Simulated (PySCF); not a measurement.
Gas-phase reaction: 3 GaBr + 2 F ⇌ GaBr3 + 2 GaF

Method: PySCF energies plus ideal-gas RRHO corrections (1 bar). † marks an energy on the PBE0/def2-TZVP geometry and frequencies. Open shells (unrestricted): F (multiplicity 2); the rest are closed-shell singlets. Spin-orbit splitting is ignored; it lowers the true energy and changes the entropy of F. Br, Ga: all electrons, no relativistic terms.

PBE0/def2-SVP† gives ΔH°(298 K) = -834 kJ.

**Question.** What do ωB97M-V/def2-TZVP†, BLYP/def2-TZVP†, LDA/def2-TZVP† give?

**Answer.** ωB97M-V/def2-TZVP†: -858 kJ; BLYP/def2-TZVP†: -829 kJ; LDA/def2-TZVP†: -1034 kJ. For scale, ΔH°(298 K) is -834 kJ at this level, -858 kJ at ωB97M-V/def2-TZVP†, and runs from -1034 to -560 kJ over the 20 levels computed.
